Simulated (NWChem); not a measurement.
Molecule: CuCl; SMILES [Cl][Cu]

Program: NWChem. The level has its own optimisation; frequencies are unscaled.

Q: Estimate the computed values for Hartree-Fock/STO-3G. Quantities: r Cl–Cu (Å); highest harmonic frequency (cm⁻¹); zero-point energy (kcal/mol); dipole (D).

A: 
```json
{
  "r Cl–Cu (Å)": "2.028",
  "highest harmonic frequency (cm⁻¹)": "440",
  "zero-point energy (kcal/mol)": "0.6",
  "dipole (D)": "0.30"
}
```
